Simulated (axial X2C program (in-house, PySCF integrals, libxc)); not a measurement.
**Potential curves of GeBr⁺, scalar-relativistic**

Calculated with an in-house relativistic program for diatomic molecules. Spin-free means the one-electron spin-free X2C Hamiltonian. Basis: Br dyall-cv3z [8s9p6d4f1g], Ge dyall-cv3z [9s9p7d4f1g] (cores contracted in-house); Gaussian nuclei, density fitting, unrestricted open shells. Masses: Br 78.918 u, Ge 73.921 u.

State: M_S = 0, Λ = 0 (closed shell). Energies in cm⁻¹ from the fragments at the same level (Br + Ge+). Fits are polynomials in 1 − R0/R over 0.85 to 1.23 times the lowest point R0.

| R (Å) | CCSD | CCSD(T) | HF | BLYP |
| --- | --- | --- | --- | --- |
| 1.9192 |  |  | -12813 | -23960 |
| 2.0075 | -27582 | -28850 | -18304 | -29912 |
| 2.0736 | -29985 | -31322 | -20610 | -32620 |
| 2.1398 | -31228 | -32635 | -21759 | -34206 |
| 2.2060 | -31573 | -33054 | -22017 | -34924 |
| 2.2832 | -31120 | -32690 | -21468 | -34931 |
| 2.3604 | -29991 | -31653 | -20247 | -34279 |
| 2.4597 | -27857 | -29639 | -17998 | -32769 |
| 2.5810 |  |  | -14609 | -30286 |
| 2.7575 |  |  | -9108 | -26092 |

Correlated methods: 10 electrons correlated (number of frozen shells: Br 3 s, 2 p, 1 d; Ge 3 s, 2 p, 1 d), 250 virtual spin orbitals or spinors in MP2, 90 natural virtuals in coupled cluster.

One determinant describes the state; a PBE0 search over occupations chose it and may have missed a lower one. The closed shell is kept restricted, so the energy runs too high when the bond is stretched far. Dissociation energies refer to the lowest single-determinant-based atoms at the same level and basis. CCSD and (T) use frozen natural virtuals with an MP2 correction for the truncation; (T) itself is uncorrected, so its De runs slightly low. With the outer-core shells frozen, correlated bond lengths of heavy atoms tend to come out a few hundredths of an ångström too long. Spin–orbit coupling changes these values markedly for this molecule (Re by over 0.02 Å or De by over 0.25 eV), so the spin-free numbers are a model. Spin-free De lacks the spin–orbit lowering of the heavy p-block atom, a tenth of an eV or more for 4p and 5p, up to an eV for 6p and one to two eV for 7p atoms, less what an open-shell molecule gains itself. Coupled cluster ran on the points near the minimum only. MP2 and coupled cluster on one determinant become unreliable at the stretched end.

Problem. Fit the CCSD curve near its minimum: give the equilibrium distance, the harmonic wavenumber and the well depth.

Solution. At CCSD, spin-free: Re = 2.203 Å, ωe ≈ 373 cm⁻¹, De = 3.91 eV to Br + Ge+; Be follows as 0.091 cm⁻¹.

Problem. What are Re, ωe and De at the CCSD(T) level?

Solution. At CCSD(T), spin-free: Re = 2.210 Å, ωe ≈ 367 cm⁻¹, De = 4.10 eV to Br + Ge+; Be follows as 0.0904 cm⁻¹.

Problem. What are Re, ωe and De at the HF level?

Solution. At HF, spin-free: Re = 2.195 Å, ωe ≈ 378 cm⁻¹, De = 2.73 eV to Br + Ge+; Be follows as 0.0917 cm⁻¹.

Problem. Fit the BLYP curve near its minimum: give the equilibrium distance, the harmonic wavenumber and the well depth.

Solution. At BLYP, spin-free: Re = 2.244 Å, ωe ≈ 338 cm⁻¹, De = 4.34 eV to Br + Ge+; Be follows as 0.0877 cm⁻¹.
